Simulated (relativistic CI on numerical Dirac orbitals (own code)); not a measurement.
**Radial parameters of Sm II**

Calculated at this level of theory: Dirac-Coulomb-Breit CI, orbitals from a KLI potential per configuration, model QED (radiative potential, 1s self-energy scaled to tabulated hydrogen-like ionisation energies), valence Slater integrals scaled by 0.85, P86 correlation energy added to each configuration (own radial code, finite nucleus).

Slater integrals F^k, G^k are unscaled and averaged over j, outside the closed core [Xe]; ζ comes from projecting the Hamiltonian with its Breit term on Σ l·s of the shell.

- 4f⁶6s: F^2(4f,4f) = 95119, F^4(4f,4f) = 58998, F^6(4f,4f) = 42259, ζ(4f) = 1077.5, G^3(4f,6s) = 2694.4 cm⁻¹; <r>(4f) = 1.004, <r^2>(4f) = 1.392, <r>(6s) = 4.028, <r^2>(6s) = 18.27 (bohr units).
- 4f⁵6s²: F^2(4f,4f) = 104880, F^4(4f,4f) = 65510, F^6(4f,4f) = 47048, ζ(4f) = 1164 cm⁻¹; <r>(4f) = 0.9154, <r^2>(4f) = 1.092 (bohr units).
- 4f⁷: F^2(4f,4f) = 84212, F^4(4f,4f) = 51812, F^6(4f,4f) = 37004, ζ(4f) = 984.25 cm⁻¹; <r>(4f) = 1.132, <r^2>(4f) = 1.905 (bohr units).

For a near-neutral ion this model can misplace configurations by up to about 10,000 cm⁻¹ (more where the count of f electrons changes) and terms by 10 to 25 % of their spread. Rates follow the energies as ν³ (E1, M1) or ν⁵ (E2), so they and the lifetimes can be off by large factors. The fine structure of a lone outer electron comes out too small, for d and f at times inverted, and misplaced configurations move strength between like terms. 12 of the 37 excited levels that our extract of the measured tables holds in this range could be paired (the sources list more); they are missed by 421 cm⁻¹ on average and 852 at most, and levels without a partner can miss by more.

Averages of the first 6 configurations, taken without configuration mixing, which lowers the lowest level and can move excited configurations by several eV; other configurations of the list can lie among them:

```tsv
Configuration	Parity	States	Average energy above the lowest level (eV)
4f⁶6s	even	6006	7.0
4f⁵6s²	odd	2002	8.1
4f⁷	odd	3432	12.8
4f⁶7s	even	6006	12.5
4f⁵6s8s	odd	8008	16.9
4f⁴6s7s²	even	2002	34.5
```
